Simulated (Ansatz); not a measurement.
Ansatz results at the PBE0-D4/def2-TZVP geometry: HOMO–LUMO gap (PBE0/def2-TZVPP) 7.83 eV; HOMO–LUMO gap (B3LYP/def2-TZVPP) 7.31 eV; LUMO energy (PBE0/def2-TZVPP) 0.48 eV.

Each molecule was computed in one conformer, which needn't be the lowest.

(1) Which molecule gave them?
A. `C[Si](N)(F)P`
B. `CC1[SiH2]B1F`
C. `CB[SiH2]C`
D. `C[Se][SiH](O)F`

Answers

(1) A. The others give `CB[SiH2]C`: 5.93, 5.57, -1.67; `CC1[SiH2]B1F`: 5.55, 5.18, -1.23; `C[Se][SiH](O)F`: 6.69, 6.21, -0.24.

B3LYP here is the variant with VWN-RPA as its local correlation; programs differ in this.
